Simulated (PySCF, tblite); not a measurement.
A database entry of computed molecular properties. Lists by class give the value and the number of equivalent atoms.

```json
{
 "formula": "C6H11P",
 "smiles": "CC1=CP1C(C)C",
 "charge": 0,
 "multiplicity": 1,
 "geometry_level": "GFN2-xTB",
 "electronic_structure_code": "PySCF",
 "results": {
  "GFN2-xTB geometry": {
   "point_group": "C1",
   "rotational_constants_GHz": [3.177, 1.664, 1.413]
  },
  "CAM-B3LYP/def2-SVPD ground state and vertical TDDFT (core frozen in the response)": {
   "dipole_D": 1.67,
   "homo_eV": -7.44,
   "lumo_eV": 1.15,
   "S1_eV": 5.08,
   "strongest_line_of_8_singlets_eV": 7.06,
   "T1_tda_eV": 4.12,
   "polarisability_au": 94.3,
   "r2_bohr2_about_centre_of_nuclear_charge": 997.9,
   "singlets_eV_and_f": [
    [5.08, 0.0],
    [5.45, 0.021],
    [5.88, 0.006],
    [6.26, 0.019],
    [6.5, 0.023],
    [6.96, 0.019],
    [7.06, 0.13],
    [7.18, 0.117]
   ],
   "triplets_tda_eV": [4.12, 4.51, 5.35]
  },
  "PBE0/pcSseg-1 ground state and GIAO shieldings, non-relativistic": {
   "shift_vs_computed_TMS_C_by_class_ppm": [
    [139.7, 1],
    [115.0, 1],
    [31.4, 1],
    [18.3, 2],
    [18.2, 1]
   ],
   "shift_vs_computed_TMS_H_by_class_ppm": [
    [7.42, 1],
    [2.65, 3],
    [1.06, 1],
    [0.65, 6]
   ],
   "shielding_other_nuclei_by_class_ppm": [
    ["P", 496.4, 1]
   ]
  },
  "GFN2-xTB harmonic vibrations, gas phase": {
   "strongest_ir_bands_cm-1_km_per_mol_modes": [
    [673.7, 34.4, 1],
    [1080.3, 36.4, 1],
    [2906.1, 33.5, 1],
    [2999.7, 39.7, 2],
    [3004.8, 93.7, 1],
    [3016.4, 72.1, 2]
   ],
   "zpe_kcal_per_mol": 94.3
  }
 }
}
```

The zero-point energy, half the sum of the 48 harmonic wavenumbers, equals 32980 cm⁻¹ or 395 kJ/mol. A dipole of 1.67 D is allowed in C1, and pure rotational transitions are dipole-allowed. The rotational constants make it an asymmetric top with κ = (2B − A − C)/(A − C) = -0.72, nearer the prolate limit (−1). In wavenumbers S1 is 41000 cm⁻¹ (1 eV = 8065.54 cm⁻¹). With B = h/(8π²I), that is 505.379 GHz u Å² over I, the principal moments of inertia are 159.1, 303.7 and 357.6 u Å² (most abundant isotopes).

 NMR classes are plain means over equivalent atoms (diastereotopic ones count apart unless rotation or inversion swaps them), as if these changed places fast; in this geometry the members of some classes differ.

Shape of the structure used: `[CH3:1][C:2]1=[CH:3][P:4]1[CH:5]([CH3:6])[CH3:7]`: C3–P4–C5–C6 79°.

One conformer stands for the species.
